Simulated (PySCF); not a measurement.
# Radial density of Tb²⁺ (terbium, charge +2)

BHandHLYP, [Xe] 4f8 5d1, one real determinant (an excited configuration). All numbers are calculated (PySCF 2.14, scalar relativity by spin-free X2C-1e, in ANO-RCC-VTZP).

```
r (bohr)  4πr²ρ (e/bohr)  4πr²(ρα − ρβ)
  0.0199           82.53         0.0023
  0.0334           78.74         0.0061
  0.0562           111.4         0.0145
  0.0945           97.27         0.0580
   0.159           97.55         0.4620
   0.267           67.74         2.6924
   0.450           49.99         7.1652
   0.756           29.72         6.2579
    1.27           11.19         2.3035
    2.14           2.868         0.5936
    3.60          0.1784         0.1233
    6.05         0.01097         0.0109
    10.2       4.265e-05         0.0000
```

Densities and radii are taken from the X2C orbitals without a picture-change correction, which distorts them close to the nucleus.

⟨L²⟩ = 18.00 against 30 for a pure H term, so this real determinant mixes terms. Spin-orbit coupling, absent here, splits the open shell strongly.
